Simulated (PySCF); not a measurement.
## ECD: `CC[C@H]1C[C@H](F)[S@]1=O`, C₅H₉FOS

Cartesian coordinates in Å; atom numbers follow the order of the lines, from 1:
```xyz
17

C     2.2660   -0.1000    0.1556
C     1.0958    0.7747   -0.2831
C    -0.1098   -0.0456   -0.6812
C    -0.8101   -0.8486    0.4176
C    -2.2338   -0.3941    0.1242
F    -2.9608   -1.3146   -0.5749
S    -1.6423    1.0017   -1.0057
O    -1.5454    2.1867   -0.1614
H     3.1153    0.5212    0.4269
H     1.9975   -0.7079    1.0161
H     2.5692   -0.7629   -0.6519
H     0.8056    1.4501    0.5253
H     1.3985    1.3911   -1.1326
H     0.0764   -0.6393   -1.5759
H    -0.5013   -0.5242    1.4108
H    -0.6864   -1.9293    0.3416
H    -2.8413   -0.0472    0.9617
```

Theory: TDDFT BHandHLYP/def2-SVPD circular dichroism and optical rotation, one conformer, gas phase (PySCF). Geometry: GFN2-xTB.

The molecule is flexible and this is one conformer; a measurement averages over conformers. States above about 8.1 eV (minus the energy of the highest occupied orbital) lie near or above the ionisation threshold and depend on the basis. Singlets 11 and 12 lie within 0.01 eV of each other, so their separate moments and overlaps can depend on how they mix.

Question: Assign R or S to each stereocentre.

Answer: C3 S, C5 R, S7 S.

Question: List the lowest 12 singlet excitations with oscillator and rotatory strengths.

Answer: Rotatory strengths R in 10⁻⁴⁰ esu² cm², velocity form and length form (origin at the centre of mass); f in length form.
| state | E (eV) | λ (nm) | f | R (velocity) | R (length) | main |
| --- | --- | --- | --- | --- | --- | --- |
| 1 | 5.23 | 237 | 0.029 | -6.7 | -0.5 | HOMO→LUMO 0.89 |
| 2 | 5.95 | 208 | 0.017 | -18.8 | -24.1 | HOMO→LUMO+2 0.49, HOMO→LUMO+1 0.16 |
| 3 | 6.48 | 191 | 0.019 | -17.6 | -19.0 | HOMO−1→LUMO 0.73 |
| 4 | 6.96 | 178 | 0.054 | -21.8 | -22.9 | HOMO→LUMO+2 0.38, HOMO→LUMO+3 0.28 |
| 5 | 7.11 | 174 | 0.035 | +39.9 | +42.4 | HOMO−1→LUMO+2 0.33, HOMO→LUMO+1 0.14 |
| 6 | 7.28 | 170 | 0.024 | +23.7 | +21.8 | HOMO→LUMO+3 0.52, HOMO→LUMO+1 0.19 |
| 7 | 7.45 | 166 | 0.019 | -12.4 | -14.2 | HOMO→LUMO+4 0.37, HOMO→LUMO+1 0.27 |
| 8 | 7.98 | 155 | 0.013 | -25.8 | -25.6 | HOMO→LUMO+5 0.58, HOMO−1→LUMO+1 0.08 |
| 9 | 8.02 | 155 | 0.010 | -0.2 | -1.0 | HOMO−1→LUMO+2 0.36, HOMO→LUMO+5 0.15 |
| 10 | 8.20 | 151 | 0.061 | -40.3 | -39.1 | HOMO−1→LUMO+3 0.43, HOMO−1→LUMO+1 0.32 |
| 11 | 8.29 | 150 | 0.011 | +3.7 | +3.8 | HOMO−1→LUMO+4 0.36, HOMO→LUMO+7 0.12 |
| 12 | 8.30 | 149 | 0.016 | +7.2 | +7.5 | HOMO→LUMO+8 0.34, HOMO→LUMO+6 0.28 |

Among the states computed, the strongest CD band (largest |R|) is state 10. The largest dissymmetry factor in size, g = 4R/(D+G), with D and G the electric and magnetic dipole strengths, is -0.021 for state 8 (velocity form, f = 0.015), among bands with |R| over 0.5. The mirror image has the same energies and oscillator strengths and all R with the opposite sign.
